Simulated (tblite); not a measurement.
Species: C7H3ClFO (doublet state).
Z-matrix (Å and degrees, GFN2-xTB geometry), rows numbered from 1:
```
O 
C   1  1.2200
C   2  1.4786  1  119.39
C   3  1.3422  2  131.01  1  -146.99
C   4  1.4490  3  122.76  2    -2.19
C   5  1.3133  4  117.12  3   -37.58
C   6  1.3593  5  140.39  4    18.60
F   7  1.3435  6  120.17  5  -156.15
C   7  1.3902  6  120.55  5    29.13
Cl  9  1.7092  2  115.21  1   -18.68
H   3  1.0837  2  110.57  1    24.96
H   4  1.0822  3  119.69  2   172.77
H   5  1.0786  4  119.30  3   145.13
```

Computed with GFN2-xTB (tblite): harmonic, unscaled wavenumbers at the GFN2-xTB geometry, gas phase. This tight-binding method is rough: wavenumbers can miss measured ones by several per cent, in bad cases by 10 to 20. One conformer, not necessarily the lowest. Open shells enter through the occupations alone, without spin polarisation, and single modes of such species can be off by tens of per cent.

Harmonic wavenumbers (cm⁻¹): 66.0, 103.2, 182.0, 195.5, 246.5, 323.0, 361.7, 386.1, 395.0, 494.3, 531.3, 559.2, 607.1, 641.9, 704.1, 785.7, 817.9, 903.1, 914.3, 958.4, 1032.6, 1121.6, 1161.9, 1226.2, 1307.0, 1326.5, 1365.5, 1585.1, 1633.0, 1765.0, 3044.2, 3058.9, 3076.9.

A = 1672, B = 1150, C = 710.2 MHz; mass 156.986 u (most abundant isotopes); point group C1, symmetry number 1; spin multiplicity 2.

Task: What is the zero-point energy?

Result: ½Σν̃ = 16440 cm⁻¹ = 196.67 kJ/mol.

Task: Entropy at 500 K, 1 bar (ideal gas, RRHO, classical rotation)?

Result: Translation 182.66, rotation 131.31, vibration 163.90, spin (R ln 2) 5.76: S = 483.6 J/(mol K).

Task: And Cp and H(500 K) − H(0)?

Result: Cp = 196.98 J/(mol K), of which vibrations give 163.73 (their classical limit is 33 R = 274.4); H(500 K) − H(0) = 60.41 kJ/mol without the zero-point energy, 43.78 from vibrations.

Task: How do the functions run with temperature in this model?

Result: 
```tsv
T (K)	S (J/(mol K))	Cp (J/(mol K))	H − H(0) (kJ/mol)	G − H(0) (kJ/mol)	ln q(vib)
150	318.6	87.0	8.54	-39.25	1.83
250	372.3	125.9	19.22	-73.86	3.85
298.15	395.9	142.7	25.69	-92.36	4.87
400	442.3	173.3	41.84	-135.08	7.05
600	521.2	215.3	81.06	-231.68	11.26
900	615.9	250.2	151.47	-402.86	17.03
```

q(vib) and H(0) count from the zero-point level.

Task: Blend soft modes into free rotors: weight 1/[1 + (100 cm⁻¹/ν̃)⁴] for the oscillator and the rest for a rotor with moment μB/(μ + B), μ = h/(8π²ν), B = 10⁻⁴⁴ kg m². What vibrational entropy results?

Result: 156.18 J/(mol K) in place of 163.90, which changes −T·S at 500 K by +3.86 kJ/mol.

Task: What must be added to the electronic energy to get the Gibbs energy at 500 K and 1 bar?

Result: ZPE + [H(500 K) − H(0)] − T·S = 196.67 + 60.41 − 241.82 = 15.26 kJ/mol.

Task: Which modes carry the vibrational entropy at 500 K?

Result: 66.0 cm⁻¹: 22.14; 103.2 cm⁻¹: 18.44; 182.0 cm⁻¹: 13.79; 195.5 cm⁻¹: 13.21; 246.5 cm⁻¹: 11.34; 323.0 cm⁻¹: 9.22 J/(mol K); the other 27 give 75.77 together.

Hindered rotation and anharmonicity are outside this model. Other conformers, if any are populated, would add a mixing term that is left out. The structure is chiral; the term R ln 2 for an equal mix with its mirror image is left out.
